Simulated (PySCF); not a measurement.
CH3F2OSb. Atoms are numbered in the order given.

```xyz
8

Sb    -0.5073     0.3148     0.0000
F     -0.4309    -1.0224     1.4059
F     -0.4309    -1.0224    -1.4059
O      1.4103     0.7303     0.0000
C      2.3923    -0.2998     0.0000
H      3.3827     0.1812     0.0000
H      2.3060    -0.9395     0.8948
H      2.3060    -0.9395    -0.8948
```

Geometry: B3LYP-D3(BJ)/def2-SVP. The structure was generated by enumeration; whether it is a known compound was not checked. The def2 effective core potentials stand for the cores of Sb; spin–orbit coupling is left out. Other conformers were not sampled.

Calculation: IEF-PCM-PBE0/def2-SVP (PySCF).

The values are the electrostatic part of the solvation free energy, E(continuum) − E(gas) at the gas-phase geometry, in a cavity of scaled van der Waals radii (PySCF's table); cavitation and dispersion terms are not included. A continuum can't describe solvent molecules that bind to the metal. In vacuum the orbital gap is 7.09 eV. The dipole moment in vacuum is 2.18 D.

Computed values in water (ε = 78.36), ethylethanoate (ε = 5.99), toluene (ε = 2.37):
| solvent | ε | ΔG(elec) (kcal/mol) | dipole (D) | gap (eV) |
|---|---|---|---|---|
| water | 78.36 | -7.2 | 2.77 | 7.33 |
| ethylethanoate | 5.99 | -5.6 | 2.63 | 7.27 |
| toluene | 2.37 | -3.4 | 2.44 | 7.19 |
